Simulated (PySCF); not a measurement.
**Atomic charges by several schemes**

Compound: C₇H₁₃N.
Numbering: `[CH2:1]=[CH:2][CH2:3][N:4]([CH3:5])[CH:6]1[CH2:7][CH2:8]1` (hydrogens: H9, H10 on C1; H11 on C2; H12, H13 on C3; H14, H15, H16 on C5; H17 on C6; H18, H19 on C7; H20, H21 on C8)

Cartesian coordinates in Å at the PBE0-D3(BJ)/def2-SVP level; atoms count from 1:
```
atom  x, y, z in Å
C1     2.840   -0.861   -0.388
C2     1.840   -0.123   -0.868
C3     1.212    1.034   -0.156
N4    -0.233    0.949   -0.069
C5    -0.828    2.208    0.314
C6    -0.682   -0.130    0.753
C7    -2.054   -0.682    0.512
C8    -0.843   -1.493    0.156
H9     3.250   -0.679    0.611
H10    3.286   -1.672   -0.970
H11    1.441   -0.329   -1.869
H12    1.686    1.156    0.845
H13    1.448    1.952   -0.722
H14   -0.513    2.554    1.324
H15   -1.923    2.117    0.319
H16   -0.553    2.991   -0.409
H17   -0.351   -0.099    1.807
H18   -2.619   -0.243   -0.314
H19   -2.654   -0.975    1.377
H20   -0.581   -2.359    0.768
H21   -0.607   -1.593   -0.905
```

Density: PBE0/pcSseg-1 (PySCF); schemes: Mulliken, IAO, Hirshfeld and ESP-fitted. Geometry: PBE0-D3(BJ)/def2-SVP, one conformer, isolated molecule.

Problem. Which atoms carry the highest charge in the Mulliken, IAO, Hirshfeld and ESP-fitted schemes?

Solution. The schemes don't all agree: Mulliken H21 (+0.134); IAO H21 (+0.151); Hirshfeld H10, H18, H19 and H20 (+0.046); ESP-fitted C6 (+0.204).

Problem. Do the Mulliken, IAO, Hirshfeld and ESP-fitted schemes agree on where the charge is lowest?

Solution. The schemes don't all agree: Mulliken N4 (-0.585); IAO C1 (-0.316); Hirshfeld C1 (-0.103); ESP-fitted C1 (-0.510).

Problem. Tabulate the Mulliken, IAO, Hirshfeld and ESP-fitted charges.

Solution. In e:

```csv
atom,environment,Mulliken,IAO,Hirshfeld,ESP-fitted
C1,terminal =CH2 carbon,-0.156,-0.316,-0.103,-0.510
C2,alkene CH carbon,-0.244,-0.125,-0.036,-0.104
C3,sp3 carbon bound to nitrogen,+0.031,-0.147,-0.025,-0.088
N4,tertiary amine nitrogen,-0.585,-0.249,-0.088,-0.232
C5,N-methyl carbon,-0.083,-0.294,-0.072,-0.420
C6,sp3 carbon bound to nitrogen,-0.078,-0.036,-0.003,+0.204
C7,three-membered-ring carbon,-0.202,-0.294,-0.095,-0.444
C8,three-membered-ring carbon,-0.180,-0.283,-0.095,-0.267
H9,vinylic hydrogen,+0.114,+0.139,+0.042,+0.202
H10,vinylic hydrogen,+0.120,+0.148,+0.046,+0.200
H11,vinylic hydrogen,+0.111,+0.142,+0.044,+0.147
H12,methylene hydrogen,+0.089,+0.098,+0.026,+0.088
H13,methylene hydrogen,+0.128,+0.144,+0.044,+0.131
H14,methyl hydrogen,+0.077,+0.100,+0.024,+0.107
H15,methyl hydrogen,+0.121,+0.144,+0.042,+0.157
H16,methyl hydrogen,+0.114,+0.138,+0.041,+0.159
H17,methine hydrogen,+0.099,+0.104,+0.029,+0.064
H18,methylene hydrogen,+0.133,+0.148,+0.046,+0.179
H19,methylene hydrogen,+0.129,+0.144,+0.046,+0.163
H20,methylene hydrogen,+0.127,+0.145,+0.046,+0.132
H21,methylene hydrogen,+0.134,+0.151,+0.043,+0.132
```

Mean size of the charges over all atoms: ESP-fitted 0.197 e, IAO 0.166 e, Mulliken 0.145 e, Hirshfeld 0.049 e. Each set sums to the total charge, 0, to within 0.001 e. The Mulliken scheme counts on each atom the diagonal of the density matrix times the overlap matrix over that atom's basis functions. The IAO scheme counts the electrons in orthogonalised intrinsic atomic orbitals, a minimal basis polarised so that it spans the occupied orbitals exactly.

Problem. How closely do the schemes follow one another over all atoms?

Solution. Correlation coefficient and root-mean-square difference: IAO with Hirshfeld 0.99, 0.127 e; Hirshfeld with ESP-fitted 0.94, 0.178 e; IAO with ESP-fitted 0.94, 0.084 e; Mulliken with Hirshfeld 0.85, 0.137 e; Mulliken with IAO 0.81, 0.110 e; Mulliken with ESP-fitted 0.70, 0.164 e.

Problem. How many electrons does the ESP-fitted scheme count on N4?

Solution. Z − q = 7 − (-0.232) = 7.232.
